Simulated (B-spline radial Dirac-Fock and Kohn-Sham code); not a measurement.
Relativistic shifts of the levels of Rb²⁸⁺

System: rubidium as Rb²⁸⁺, configuration [He] 2s2 2p5.

Both columns are ΔSCF binding energies of the configuration average from a radial atomic solver: non-relativistic Hartree-Fock with a point nucleus, and Dirac-Fock with a finite nucleus and the Coulomb interaction alone, averaged over the two j levels with weights 2j+1.

```
shell  Hartree-Fock (eV)  Dirac-Fock (eV)  shift (eV)  shift (%)
   1s            16542.0          16844.8     +302.80      +1.83
   2s             3437.4           3516.4      +78.94      +2.30
   2p             3279.3           3305.9      +26.56      +0.81
```

Relativity binds 1s, 2s, 2p more strongly, among those listed most of all 2s in relative terms.

Values without a named source are computed, but for edge energies of neutral atoms, which are taken from tables.
